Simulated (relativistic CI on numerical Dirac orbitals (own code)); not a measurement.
## N IV: what numerical and physical settings do to a radial Dirac CI calculation

Reference input:

```
atom N  Z=7  charge=3  electrons=4
nucleus A=14  rms_radius_fm=2.5582
hamiltonian dirac-coulomb  breit=on  qed=on  c_scale=1
orbitals kli  potential=per-configuration
slater_scale 1
correlation none
mixing on
grid step=0.0125 r_max=19.8
scf mixing=0.4 start=green max_iterations=150 tolerance=2e-08 node_fill=0.05
configurations
  [He] 2s2
end
```

Computed lowest total energy -51.10611 Ha, 8 SCF steps. Runs with settings changed; * marks those that are bad on purpose:

| Changed | Outcome | Lowest level | ΔE (Ha) | First excitation (cm⁻¹) | SCF steps | Message |
| --- | --- | --- | --- | --- | --- | --- |
| QED terms off | converged | 2s² ¹S0 | -0.00301 |  | 8 |  |
| Slater scale 0.6 | converged | 2s² ¹S0 | 0 |  | 8 |  |
| Slater scale 1.2 | converged | 2s² ¹S0 | 0 |  | 8 |  |
| SCF tolerance 1e-05 | converged | 2s² ¹S0 | -6.11e-09 |  | 6 |  |
| iteration limit 1 * | not converged |  |  |  | 1 | SCF of 1s2 2s2 did not converge |
| configuration list: overfill * | refused |  |  |  | 0 | configuration 2s3: a shell holds more than 4l+2 electrons |

With so few configurations and no correlation, terms lie too far apart (by 10 to 50 % near neutrality), their order can be wrong, and levels of other configurations are missing.
